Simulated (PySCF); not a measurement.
BHO, SMILES B=O. Atoms are numbered in the order given.

```xyz
3

H      0.0000     0.0000    -1.7737
B      0.0000     0.0000    -0.6009
O      0.0000     0.0000     0.5973
```
Charge 0, spin multiplicity 1.

Coordinates come from a PBE0-D3(BJ)/def2-TZVPD optimisation.

All values below come from PySCF with PBE/pcSseg-2.

GIAO shieldings, no solvent; atoms alike by connectivity are averaged. δ = σ(ref) − σ: ¹H against TMS (σ = 31.47 ppm); ¹¹B against BF3 (σ = 83.1 ppm); ¹⁷O against H2O (σ = 327.5 ppm), references at their B3LYP-D3(BJ)/def2-TZVP geometries, non-relativistic.

Estimate the chemical shifts. (The exact figures need the calculation; the answer reports its results.)


```
nucleus  atoms  count  δ (ppm)
-------  -----  -----  -------
¹H          H1      1     2.24
¹¹B         B2      1     -0.8
¹⁷O         O3      1    300.8
```
